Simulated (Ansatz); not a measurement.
# InCl (SMILES [Cl][In]): methods side by side

InCl has 2 atoms, charge 0, and is taken as a singlet. As SMILES, `[Cl][In]`. The coordinates come from a PBE0-D4/def2-TZVP relaxation.

```xyz
2

Cl    0.0000    0.0000   -0.0139
In    0.0000    0.0000    2.3996
```

Each level gives the energy change with the Cl1–In2 bond stretched from 2.414 to 2.982 Å (eV). The values are calculated.

```json
{"level": "HF/STO-3G (restricted)", "kind": "Hartree–Fock", "program": "Ansatz", "value (eV)": "1.58", "less CCSD(T)/STO-3G": "+0.07"}
{"level": "SVWN5/STO-3G (restricted)", "kind": "LDA", "program": "Ansatz", "value (eV)": "1.67", "less CCSD(T)/STO-3G": "+0.16"}
{"level": "revPBE/STO-3G (restricted)", "kind": "GGA", "program": "Ansatz", "value (eV)": "1.42", "less CCSD(T)/STO-3G": "-0.09"}
{"level": "BHLYP/STO-3G (restricted)", "kind": "global hybrid", "program": "Ansatz", "value (eV)": "1.59", "less CCSD(T)/STO-3G": "+0.08"}
{"level": "CAM-B3LYP/STO-3G (restricted)", "kind": "range-separated hybrid", "program": "Ansatz", "value (eV)": "1.64", "less CCSD(T)/STO-3G": "+0.13"}
{"level": "HSE06/STO-3G (restricted)", "kind": "range-separated hybrid", "program": "Ansatz", "value (eV)": "1.54", "less CCSD(T)/STO-3G": "+0.03"}
{"level": "wB97X/STO-3G (restricted)", "kind": "range-separated hybrid", "program": "Ansatz", "value (eV)": "1.64", "less CCSD(T)/STO-3G": "+0.13"}
{"level": "B2PLYP/STO-3G (restricted)", "kind": "double hybrid", "program": "Ansatz", "value (eV)": "1.54", "less CCSD(T)/STO-3G": "+0.03"}
{"level": "MP2/STO-3G (restricted)", "kind": "perturbation theory", "program": "Ansatz", "value (eV)": "1.55", "less CCSD(T)/STO-3G": "+0.04"}
{"level": "CCSD(T)/STO-3G (restricted)", "kind": "coupled cluster or CI", "program": "Ansatz", "value (eV)": "1.51", "less CCSD(T)/STO-3G": "0.00"}
```

Differences are taken from CCSD(T)/STO-3G (restricted) for orientation; it has basis-set and higher-order errors of its own. All-electron rows without a relativistic Hamiltonian named are non-relativistic. The first shape isn't each level's own minimum. The values span 1.42 to 1.67 eV. All rows use very small basis sets, so none should be taken for the real molecule's value. In the correlated wave-function rows the outer d shell of In is correlated, in sets not made for it.
